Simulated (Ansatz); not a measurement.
```xyz
2

Si    0.0000    0.0000   -0.8295
S     0.0000    0.0000    0.8295
```

Basis set: 6-31G (spherical functions). Correlated methods keep 10 orbitals frozen. Charge 0, multiplicity 1.

Computed with Ansatz (development build ahead of 0.2.0); the reference of a correlated method needn't be the lowest determinant of its kind. Restricted open shells among the atoms or ions are ROHF, correlated in semicanonical orbitals with singles.

**Question.** Give the atomization energy at this shape (free ground-state atoms in the same class of orbitals less the molecule, no zero-point energy) of singlet SiS by UHF-BCCD(T), RHF-CCSD(T).

**Answer.**

| method | atomization energy |
| --- | --- |
| UHF-BCCD(T) | 1.01 eV |
| RHF-CCSD(T) | 1.01 eV |

Caution: the reference determinant was not shown to be the lowest; the shape is not the minimum.

This basis has no polarisation functions and is too small for such energies, which can lie far from measured ones in either direction.
